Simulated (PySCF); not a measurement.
Molecule: SMILES [BH3-][P+](C)(C)C, C$_{3}$H$_{12}$BP.

Bonds (- single, = double, # triple, : aromatic): B1-P2, P2-C3, P2-C4, P2-C5. B1 carries H6, H7, H8; C3 carries H9, H10, H11; C4 carries H12, H13, H14; C5 carries H15, H16, H17. Formal charges: B1 -1, P2 +1.

Geometry PBE0-D3(BJ)/def2-SVP throughout; GIAO in PySCF, gas phase, one conformer, non-relativistic; equivalent atoms averaged; functional PBE0.

(1) How do the shifts δ (against BF3·OEt2, H3PO4, TMS at the same level) depend on the basis set? (ppm; last column core-seconds on 1 thread of an Arm Neoverse V1, shared host)

(2) Which nucleus moves most, in ppm?

(3) Taking the largest basis, def2-TZVP (233 functions), as the yardstick, rank the others by their worst heavy-atom deviation.

## Answers

(1) 
| basis set | functions | B1 | P2 | C3/C4/C5 | H9/H10/H11/H12/H13/H14/H15/H16/H17 | H6/H7/H8 | core-s |
| --- | --- | --- | --- | --- | --- | --- | --- |
| STO-3G | 41 | -33.7 | -68.0 | 12.8 | 0.92 | 0.10 | 3.6 |
| 6-31G | 73 | -43.6 | -86.9 | 12.7 | 1.09 | 1.20 | 6.8 |
| 6-31G* | 98 | -42.8 | -13.0 | 12.7 | 1.10 | 0.94 | 9 |
| def2-SVP | 134 | -43.1 | -26.0 | 14.3 | 1.02 | 0.77 | 12 |
| 6-311+G(2d,p) | 215 | -45.1 | -19.8 | 15.0 | 1.13 | 0.86 | 24 |
| def2-TZVP | 233 | -45.6 | -13.6 | 15.2 | 1.11 | 0.86 | 28 |

(2) P2 (phosphorus bonded to 3 C, B): from -86.9 ppm with 6-31G to -13.0 ppm with 6-31G*. The smallest spread is 0.21 ppm, at H9/H10/H11/H12/H13/H14/H15/H16/H17. Proton shifts span only some 12 ppm, so a few tenths of a ppm matter as much there as several ppm in carbon.

(3) 6-31G* 2.9 ppm (98 functions), 6-311+G(2d,p) 6.2 ppm (215 functions), def2-SVP 12.4 ppm (134 functions), STO-3G 54.3 ppm (41 functions), 6-31G 73.3 ppm (73 functions).

A small basis that lands close on one nucleus may do so by chance; judge by the trend and by all nuclei.
